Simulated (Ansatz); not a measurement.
Relaxation of CH3ClF2Ge (8 atoms, charge 0, multiplicity 1), to a largest force component of 0.02 eV/Å in at most 40 steps.

Theory: RKS r2SCANh/def2-SVP (Ansatz 0.2.0).

```xyz
8
Properties=species:S:1:pos:R:3:forces:R:3
Ge 0.000 0.000 0.000 -1.34 -2.39 1.79
Cl 0.000 0.000 2.220 0.12 0.21 -1.27
F 1.584 0.000 -0.559 1.28 0.33 -0.35
F -0.791 1.371 -0.559 -0.38 1.31 -0.37
C -0.923 -1.599 -0.653 0.04 0.08 0.05
H -1.423 -2.111 0.196 0.22 0.24 -0.33
H -1.683 -1.307 -1.407 0.31 -0.06 0.29
H -0.187 -2.288 -1.118 -0.25 0.30 0.19
```

Question: Where does it end, and by what steps?

Answer: The run converged. The force dipped under the threshold on the way, but the program's further checks kept it going. After 20 steps the energy has fallen by 0.203 eV; H7 moved furthest, 0.65 Å.

| step | energy less start (eV) | largest force component (eV/Å) | accepted |
| --- | --- | --- | --- |
| 0 | 0.0000 | 2.393 | yes |
| 1 | -0.1497 | 0.956 | yes |
| 2 | -0.1897 | 0.081 | yes |
| 3 | -0.1913 | 0.047 | yes |
| 4 | -0.1916 | 0.232 | yes |
| 5 | -0.1922 | 0.056 | yes |
| 6 | -0.1930 | 0.007 | yes |
| 7 | -0.1767 | 0.505 | no |
| 8 | -0.1924 | 0.295 | no |
| 9 | -0.1940 | 0.027 | yes |
| 10 | -0.1948 | 0.157 | yes |
| 11 | -0.1962 | 0.072 | yes |
| 12 | -0.1968 | 0.060 | yes |
| 13 | -0.1985 | 0.124 | yes |
| 14 | -0.1999 | 0.088 | yes |
| 15 | -0.2014 | 0.031 | yes |
| 16 | -0.2022 | 0.104 | yes |
| 17 | -0.2028 | 0.034 | yes |
| 18 | -0.2031 | 0.006 | yes |
| 19 | -0.2033 | 0.040 | yes |
| 20 | -0.2034 | 0.012 | yes |

```xyz
8
Properties=species:S:1:pos:R:3
Ge -0.052 -0.060 0.033
Cl 0.398 -0.137 2.113
F 1.425 0.248 -0.793
F -0.988 1.359 -0.229
C -0.927 -1.615 -0.652
H -1.867 -1.775 -0.109
H -1.137 -1.466 -1.719
H -0.275 -2.488 -0.522
```

Whether the end is a true minimum wasn't checked by a vibrational analysis.

The run took 61 s on 4 threads of Arm Neoverse V2, with other jobs on the host, peak memory 0.29 GiB.
